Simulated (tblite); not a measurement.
C3H9ClOSi2.
Atom-mapped SMILES: `[CH3:1][C@@H:2]1[CH2:3][SiH2:4][O:5][Si@H:6]1[Cl:7]` (hydrogens: H8, H9, H10 on C1; H11 on C2; H12, H13 on C3; H14, H15 on Si4; H16 on Si6)

The geometry is computed with GFN2-xTB (gas phase).

(1) What internal coordinates does the optimisation give?

## Answers

(1) 
```tsv
bond	length (bohr)	order
C1–C2	2.884	single
C2–C3	2.912	single
C3–Si4	3.604	single
Si4–O5	3.114	single
O5–Si6	3.080	single
Si6–Cl7	3.777	single
C2–Si6	3.615	single
C1–H8, C1–H9, C1–H10	2.057	single
C2–H11	2.074	single
C3–H12	2.066	single
C3–H13	2.060	single
Si4–H14	2.751	single
Si4–H15	2.757	single
Si6–H16	2.748	single
```

Bonds in one row agree within 0.02 bohr and their mean is given. Orders are formal, as drawn. A selection of angles:
```tsv
angle	degrees
C2–C1–H8	110.8
H8–C1–H9	108.2
C1–C2–C3	111.8
C1–C2–Si6	115.9
C1–C2–H11	107.4
C3–C2–Si6	106.3
C3–C2–H11	107.5
Si6–C2–H11	107.7
C2–C3–Si4	107.8
C2–C3–H12	108.5
C2–C3–H13	110.7
Si4–C3–H12	109.1
Si4–C3–H13	114.4
H12–C3–H13	106.3
C3–Si4–O5	98.1
C3–Si4–H14	115.2
C3–Si4–H15	114.1
O5–Si4–H14	105.2
O5–Si4–H15	106.8
H14–Si4–H15	115.1
Si4–O5–Si6	119.6
O5–Si6–Cl7	108.5
O5–Si6–H16	107.2
Cl7–Si6–H16	111.0
C2–Si6–O5	99.1
C2–Si6–Cl7	113.6
C2–Si6–H16	116.2
```

Dihedral angles: C1–C2–C3–Si4 -158° (antiperiplanar); C2–C3–Si4–O5 26° (synperiplanar); C3–Si4–O5–Si6 -8° (synperiplanar); Si4–O5–Si6–Cl7 -127° (anticlinal); C1–C2–Si6–O5 150°.

Of the pairs four or more bonds apart, H8···H12 is among the closest relative to their van der Waals radii: 2.47 Å, 103 % of the sum of Bondi's values. Si6 (chlorine-bound silicon) is distorted tetrahedral (angles from 99.1° to 116.2°). The 5-membered ring C2–C3–Si4–O5–Si6 has internal angles of 98.1° to 119.6° (sum 531°, against 540° for a flat polygon); it is puckered, 0.15 Å rms from its mean plane, widest ring torsion 31°. Si4 (oxygen-bound silicon) is distorted tetrahedral (angles from 98.1° to 115.2°).

Point group: C1 (no symmetry element, even within 0.4 Å). Its GFN2-xTB frequencies are all real (lowest 67 cm⁻¹). One conformer, not necessarily the lowest.
